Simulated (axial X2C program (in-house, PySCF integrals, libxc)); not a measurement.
Photoelectron levels of BTe⁻ by EOM-IP-CCSD

Calculated with an in-house all-electron X2C program for linear molecules (integrals from PySCF): two-component X2C with atomic mean-field Coulomb and Gaunt terms, Gaussian nuclei, basis Te dyall-acv3z, B dyall-av3z with contracted cores.

R = 2.071 Å (near the PBE0 minimum at charge -1 of the determinant lowest at the starting distance; the state shown can have its own minimum elsewhere).

Hartree–Fock spinors of BTe⁻ (one of each Kramers pair; a window near the gap, which can cut inner shells):

```tsv
ω	occupied	ε (eV)	character
1/2	yes	-16.38	56% Te s, 17% B s, 16% B p
1/2	yes	-8.44	44% Te p, 33% B s, 12% Te s
1/2	yes	-3.84	66% Te p, 19% B p, 8% B d
3/2	yes	-3.24	68% Te p, 20% B p, 8% B d
1/2	yes	-3.11	47% B p, 26% Te p, 16% B s
1/2	no	3.29	87% B p, 6% Te p, 3% B s
1/2	no	3.46	98% B p
3/2	no	3.46	97% B p
1/2	no	4.08	49% B s, 37% Te p, 11% B p
1/2	no	5.06	78% Te p, 10% B s, 5% Te d
3/2	no	5.06	85% Te p, 7% B p, 5% Te d
```

Vertical detachment energies of BTe⁻ to the states of BTe:

```tsv
Ω of BTe	vertical detachment energy (eV)	above lowest (cm⁻¹)	ionised spinor	one-hole weight
1/2	2.592	0	48% B pσ, 22% B sσ, 16% Te pσ	0.90
3/2	3.451	6931	68% Te pπ, 20% B pπ, 9% B dπ	0.95
1/2	3.886	10439	70% Te pπ, 16% B pπ, 8% B dπ	0.94
1/2	7.021	35723	53% Te pσ, 26% B sσ, 11% Te sσ	0.71
```

How far does the lowest EOM-IP-CCSD energy lie from the Koopmans value −ε of the highest filled spinor?

2.592 eV against 3.11 eV, a shift of -0.52 eV: relaxation of the final state lowers the energy and the loss of correlation raises it.

What is the splitting of the first π pair in the table, and is it regular or inverted?

E(3/2) − E(1/2) = 6931 − 10439 = -3508 cm⁻¹ at EOM-IP-CCSD: inverted, Ω = 3/2 lower. Splittings at this level can be off by ten to twenty per cent.

This point took 19 s on 1 thread of Arm Neoverse V2, with other jobs on the host.

Reference electrons by ω block (each with its −ω partner): 1/2: 19, 3/2: 8, 5/2: 2. 20 electrons of BTe⁻ correlated (inner shells frozen), 82 natural virtual spinors (a truncated set); levels can be off by some tenths of an eV. Roots sought by Ω: (1/2: 4, 3/2: 3, 5/2: 1); rows need 60 % one-particle weight and stop where some Ω has no more roots. Missing are any skipped roots, higher Ω and states of a further excitation; these come out far too high here and may in truth be low or lowest. T1 of the reference 0.018 (Lee–Taylor). Number of frozen shells: Te 4 s, 3 p, 1 d; B 1 s.
